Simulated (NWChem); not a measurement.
System: CHCl$_{2}$FOSi; SMILES O=C[Si](F)(Cl)Cl

Input file for NWChem:

```
start job
memory heap 200 mb stack 900 mb global 1100 mb
geometry units angstroms noautoz
  O     -0.597464     2.526093    -0.285554
  C      0.127718     1.826544     0.368095
  Si    -0.013611    -0.087964     0.342063
  F     -0.245260    -0.606767     1.850877
  Cl    -1.569891    -0.682212    -0.816252
  Cl     1.754584    -0.868380    -0.315895
  H      0.935391     2.268478     1.014447
end
basis spherical
  O library 6-31g*
  C library 6-31g*
  Si library 6-31g*
  F library 6-31g*
  Cl library 6-31g*
  H library 6-31g*
end
dft
  xc m06-l
  grid coarse
  iterations 150
  mulliken
end
task dft gradient
```

Excerpt of the output:

```
             Northwest Computational Chemistry Package (NWChem) 7.3.0
             --------------------------------------------------------

 C1  symmetry detected

                             Geometry "geometry" -> ""
                             -------------------------

 Output coordinates in angstroms (scale by  1.889725989 to convert to a.u.)

  No.       Tag          Charge          X              Y              Z
 ---- ---------------- ---------- -------------- -------------- --------------
    1 O                    8.0000     1.43158890     2.11588042    -0.50538634
    2 C                    6.0000     1.52708382     1.05512909     0.04977317
    3 Si                  14.0000     0.01508896    -0.10217549     0.29576119
    4 F                    9.0000    -0.14856766    -0.40622243     1.87059752
    5 Cl                  17.0000    -1.68162307     0.76800233    -0.39762946
    6 Cl                  17.0000     0.38710654    -1.87736123    -0.64167676
    7 H                    1.0000     2.51743028     0.68774210     0.43662321

 Effective nuclear repulsion energy (a.u.)     436.7179290283

                                 NWChem DFT Module
                                 -----------------

 Summary of "ao basis" -> "ao basis" (spherical)
 ------------------------------------------------------------------------------
       Tag                 Description            Shells   Functions and Types
 ---------------- ------------------------------  ------  ---------------------
 O                           6-31g*                  6       14   3s2p1d
 C                           6-31g*                  6       14   3s2p1d
 Si                          6-31g*                  8       18   4s3p1d
 F                           6-31g*                  6       14   3s2p1d
 Cl                          6-31g*                  8       18   4s3p1d
 H                           6-31g*                  2        2   2s

            General Information
            -------------------
          SCF calculation type: DFT
          Wavefunction type:  closed shell.
          No. of atoms     :     7
          No. of electrons :    72
           Alpha electrons :    36
            Beta electrons :    36
          Charge           :     0
          Spin multiplicity:     1
          Use of symmetry is: off; symmetry adaption is: off
          Maximum number of iterations: 150
          AO basis - number of functions:    98
                     number of shells:    44
          Convergence on energy requested:  1.00D-06
          Convergence on density requested:  1.00D-05
          Convergence on gradient requested:  5.00D-04

              XC Information
              --------------
                        M06-L Method XC Functional
                         M06-L Exchange Functional  1.000
                       M06-L Correlation Potential  1.000

             Grid Information
             ----------------
          Grid used for XC integration:  coarse
          Radial quadrature: Mura-Knowles
          Angular quadrature: Lebedev.
          Tag              B.-S. Rad. Rad. Pts. Rad. Cut. Ang. Pts.
          ---              ---------- --------- --------- ---------
          O                   0.60       35          10.0       302
          C                   0.70       35           9.0       302
          Si                  1.10       70           8.0       302
          F                   0.50       35           9.0       302
          Cl                  1.00       70          10.0       302
          H                   0.35       35          11.0       302
          Grid pruning is: on
          Number of quadrature shells:   350
          Spatial weights used:  Erf1

      Superposition of Atomic Density Guess
      -------------------------------------

 Sum of atomic energies:       -1420.00364390

      Non-variational initial energy
      ------------------------------

 Total energy =   -1421.630031
 1-e energy   =   -2834.849280
 2-e energy   =     976.501320
 HOMO         =      -0.278148
 LUMO         =      -0.058039

     ---------------------------------------------
      Total Density - Mulliken Population Analysis
     ---------------------------------------------

    Atom       Charge   Shell Charges
 -----------   ------   -------------------------------------------------------
    1 O    8     8.75   2.00  0.96  3.06  0.92  1.79  0.02
    2 C    6     5.53   2.00  0.71  1.51  0.61  0.65  0.07
    3 Si  14    12.52   2.00  2.00  5.97  0.85  1.13  0.13  0.22  0.22
    4 F    9     9.60   2.00  0.95  3.47  1.00  2.18  0.01
    5 Cl  17    17.38   2.00  2.00  5.98  1.37  3.69  0.56  1.76  0.01
    6 Cl  17    17.38   2.00  2.00  5.98  1.37  3.69  0.57  1.76  0.01
    7 H    1     0.85   0.47  0.37

   convergence    iter        energy       DeltaE   RMS-Dens  Diis-err
 ---------------- ----- ----------------- --------- --------- ---------
 d= 0,ls=0.0,diis     1  -1423.5343463546 -1.86D+03  2.50D-02  1.34D+00
 d= 0,ls=0.0,diis     2  -1422.7743648398  7.60D-01  1.71D-02  8.63D+00
 d= 0,ls=0.0,diis     3  -1423.6961061117 -9.22D-01  3.77D-03  1.33D-01
 d= 0,ls=0.0,diis     4  -1423.7046683307 -8.56D-03  1.57D-03  5.60D-02
 d= 0,ls=0.0,diis     5  -1423.7068864937 -2.22D-03  6.80D-04  2.66D-03
  Resetting Diis
 d= 0,ls=0.0,diis     6  -1423.7072228000 -3.36D-04  3.34D-04  2.08D-04
 d= 0,ls=0.0,diis     7  -1423.7072648498 -4.20D-05  2.10D-04  2.85D-05
 d= 0,ls=0.0,diis     8  -1423.7072682370 -3.39D-06  6.07D-05  2.82D-05
 d= 0,ls=0.0,diis     9  -1423.7072710278 -2.79D-06  2.11D-05  1.01D-05
 d= 0,ls=0.0,diis    10  -1423.7072717614 -7.34D-07  1.21D-05  3.23D-06
 d= 0,ls=0.0,diis    11  -1423.7072721267 -3.65D-07  1.51D-06  2.36D-08

         Total DFT energy =    -1423.707272126745
      One electron energy =    -2836.438145946926
           Coulomb energy =     1078.412172726006
    Exchange-Corr. energy =     -102.399227934093
 Nuclear repulsion energy =      436.717929028268

 Numeric. integr. density =       71.999983172932

                       DFT Final Molecular Orbital Analysis
                       ------------------------------------

 Vector   34  Occ=2.000000D+00  E=-3.311910D-01
              MO Center= -9.8D-01, -2.5D-02, -4.1D-01, r^2= 3.6D+00
   Bfn.  Coefficient  Atom+Function         Bfn.  Coefficient  Atom+Function
  ----- ------------  ---------------      ----- ------------  ---------------
    68      0.402262  5 Cl py                69     -0.336748  5 Cl pz
    67      0.302284  5 Cl px                87      0.276598  6 Cl pz
    85     -0.261364  6 Cl px                72      0.212982  5 Cl py
    73     -0.181977  5 Cl pz                71      0.160375  5 Cl px
    64     -0.156398  5 Cl py                91      0.152627  6 Cl pz

 Vector   35  Occ=2.000000D+00  E=-3.231317D-01
              MO Center= -6.8D-01, -4.5D-01, -4.3D-01, r^2= 4.1D+00
   Bfn.  Coefficient  Atom+Function         Bfn.  Coefficient  Atom+Function
  ----- ------------  ---------------      ----- ------------  ---------------
    68      0.392812  5 Cl py                69      0.372251  5 Cl pz
    85     -0.362052  6 Cl px                87     -0.304897  6 Cl pz
    72      0.209586  5 Cl py                73      0.197281  5 Cl pz
    89     -0.195943  6 Cl px                86      0.181872  6 Cl py
    91     -0.162337  6 Cl pz                64     -0.152432  5 Cl py

 Vector   36  Occ=2.000000D+00  E=-2.443539D-01
              MO Center=  1.3D+00,  1.4D+00, -2.0D-01, r^2= 2.5D+00
   Bfn.  Coefficient  Atom+Function         Bfn.  Coefficient  Atom+Function
  ----- ------------  ---------------      ----- ------------  ---------------
     3      0.523137  1 O  px                 7      0.394283  1 O  px
    98     -0.267442  7 H  s                 34      0.250289  3 Si s
    97     -0.196503  7 H  s                 35      0.194989  3 Si px
    17     -0.169271  2 C  px                36      0.157276  3 Si py
    86     -0.147883  6 Cl py                20      0.145661  2 C  s

 Vector   37  Occ=0.000000D+00  E=-1.159060D-01
              MO Center=  1.3D+00,  1.1D+00, -8.1D-02, r^2= 2.2D+00
   Bfn.  Coefficient  Atom+Function         Bfn.  Coefficient  Atom+Function
  ----- ------------  ---------------      ----- ------------  ---------------
    19     -0.396790  2 C  pz                23     -0.392080  2 C  pz
     5      0.375023  1 O  pz                 9      0.369755  1 O  pz
    22     -0.201480  2 C  py                37     -0.200971  3 Si pz
    18     -0.194569  2 C  py                 4      0.188321  1 O  py
     8      0.180816  1 O  py                41     -0.181364  3 Si pz

[...]

                         DFT ENERGY GRADIENTS

    atom               coordinates                        gradient
                 x          y          z           x          y          z
   1 O       2.705311   3.998434  -0.955042    0.000059  -0.012068   0.006045
   2 C       2.885770   1.993905   0.094058   -0.001147   0.011818  -0.005749
   3 Si      0.028514  -0.193084   0.558908    0.002924   0.003072  -0.006080
   4 F      -0.280752  -0.767649   3.534917   -0.000446  -0.001312   0.007400
   5 Cl     -3.177807   1.451314  -0.751411   -0.003624   0.001800  -0.001090
   6 Cl      0.731525  -3.547698  -1.212593    0.000716  -0.002636  -0.001132
   7 H       4.757253   1.299644   0.825098    0.001518  -0.000674   0.000606
```

Level: M06-L/6-31G* (spherical d). Coordinates come from a PBE0/def2-SVP optimisation.
